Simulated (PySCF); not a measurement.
## Continuum solvent and chemical shifts

Mapped SMILES: `[BH3-:1][PH2+:2][c:3]1[cH:4][cH:5][cH:6][cH:7][cH:8]1` (H(Xn): hydrogen on atom n).

GIAO PBE0/pcSseg-1 in PySCF 2.14 on one PBE0-D3(BJ)/def2-SVP conformer, non-relativistic, equivalent nuclei averaged. Solvents enter as an IEF-PCM continuum (cyclohexane with ε = 2.0, chloroform with ε = 4.7, dimethylsulfoxide with ε = 46.8) around the gas-phase geometry. Shifts are referred to BF3·OEt2, PH3, TMS computed in the same medium.

In cyclohexane, δ in ppm: B1 -46.3, P2 211.4, C4/C8 138.2, C6 137.2, C5/C7 135.4, C3 131.4, H(C6) 7.68, H(C4)/H(C8) 7.67, H(C5)/H(C7) 7.65, H(P2) 5.60, H(B1) 1.00. Dipole moment 5.56 D.

(1) How does each δ change in the more polar media?

(2) Which nuclei move most (in ppm), and what does the model miss?

Results:

(1) 
```csv
atoms,environment,"Δδ, chloroform","Δδ, dimethylsulfoxide"
B1,"boron bonded to P, 3 H",-0.2,-0.3
P2,"phosphorus bonded to C, B, 2 H",-1.9,-3.4
C4/C8,aromatic CH,+0.7,+1.4
C6,aromatic CH,+0.7,+1.3
C5/C7,aromatic CH,+0.5,+1.0
C3,substituted aromatic carbon,+0.1,+0.4
H(C6),hydrogen on an aromatic CH,+0.08,+0.15
H(C4)/H(C8),hydrogen on an aromatic CH,+0.10,+0.20
H(C5)/H(C7),hydrogen on an aromatic CH,+0.08,+0.14
H(P2),"hydrogen on a phosphorus bonded to C, B",+0.13,+0.26
H(B1),hydrogen on a boron bonded to P,-0.16,-0.30
```

Changes are relative to cyclohexane. The dipole moment becomes 6.00 D in chloroform, 6.38 D in dimethylsulfoxide.

(2) P2 (phosphorus bonded to C, B, 2 H, -3.4 ppm) in dimethylsulfoxide. A continuum only polarises the solute; specific hydrogen bonds, the anisotropy of aromatic solvents and changes of geometry or conformer are outside it.
